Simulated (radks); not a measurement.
Numerical settings for the rhodium ion Rh+, [Kr] 4d8. All-electron calculation, scalar-relativistic Kohn-Sham, r2SCAN, spin-polarised, spherical densities, finite nucleus; open shells are filled with parallel spins first (spin-orbit coupling, left out, can overturn this in heavy ions); meta-GGA in the generalised Kohn-Sham scheme; Fermi nuclear charge, rms radius 4.4945 fm. Program: a radial shooting solver on a logarithmic mesh with Libxc functionals. The defaults (mesh step 0.008 in ln r, mesh end at 40 bohr or more with all orbitals vanishing there, Anderson mixing 0.5 over 9 steps, residual threshold near 1e-9 with the energy settled to 1e-9 hartree or 1e-11 of itself, here a cap of 71 iterations) give E = -4784.452 hartree and 4d at -12.633 eV in 13 iterations. Run on one thread of a shared host, so times are rough (Arm Neoverse N1): 0.24 s of CPU time, 0.24 s wall, 13 iterations on 2259 mesh points. Changes against that run (0 stands for a change within the tolerance of the run):

[
 {"setting": "mesh step in ln r 0.03", "iterations": "12", "converged": "yes", "E (mhartree)": "-0.0744", "e(4d) (meV)": "+0.00377", "CPU (s)": "0.08"},
 {"setting": "mesh step in ln r 0.12", "iterations": "2", "converged": "no", "E (mhartree)": "diverged", "e(4d) (meV)": "-", "CPU (s)": "0.01"},
 {"setting": "mesh step in ln r 0.012", "iterations": "12", "converged": "yes", "E (mhartree)": "0", "e(4d) (meV)": "0", "CPU (s)": "0.16"},
 {"setting": "mesh end (bohr) 1", "iterations": "12", "converged": "level above zero", "E (mhartree)": "+1.72e+05", "e(4d) (meV)": "+4.69e+05", "CPU (s)": "0.18"},
 {"setting": "mesh end (bohr) 2", "iterations": "12", "converged": "level above zero", "E (mhartree)": "+7.08e+03", "e(4d) (meV)": "+4.54e+04", "CPU (s)": "0.18"},
 {"setting": "residual threshold 0.01", "iterations": "9", "converged": "yes", "E (mhartree)": "0", "e(4d) (meV)": "-0.763", "CPU (s)": "0.18"},
 {"setting": "residual threshold 1e-13", "iterations": "71", "converged": "no", "E (mhartree)": "0", "e(4d) (meV)": "+0.00395", "CPU (s)": "0.73"},
 {"setting": "mixing 1", "iterations": "11", "converged": "yes", "E (mhartree)": "0", "e(4d) (meV)": "-0.00366", "CPU (s)": "0.21"},
 {"setting": "linear mixing, mixing 0.5", "iterations": "22", "converged": "yes", "E (mhartree)": "0", "e(4d) (meV)": "0", "CPU (s)": "0.36"},
 {"setting": "linear mixing, mixing 0.05", "iterations": "71", "converged": "no", "E (mhartree)": "+7.6", "e(4d) (meV)": "-235", "CPU (s)": "1.2"},
 {"setting": "mixing history 2", "iterations": "14", "converged": "yes", "E (mhartree)": "0", "e(4d) (meV)": "+0.0134", "CPU (s)": "0.26"},
 {"setting": "iteration cap 3", "iterations": "3", "converged": "no", "E (mhartree)": "+83.6", "e(4d) (meV)": "-1.38e+03", "CPU (s)": "0.07"}
]

Settled on a wrong energy, with an occupied level pushed above zero by the early mesh end: mesh end (bohr) 1 (+172 hartree); mesh end (bohr) 2 (+7.08 hartree). Apart from these: no run marked as converged misses the energy by more than 1 mhartree. A mesh that ends early acts as a hard wall.
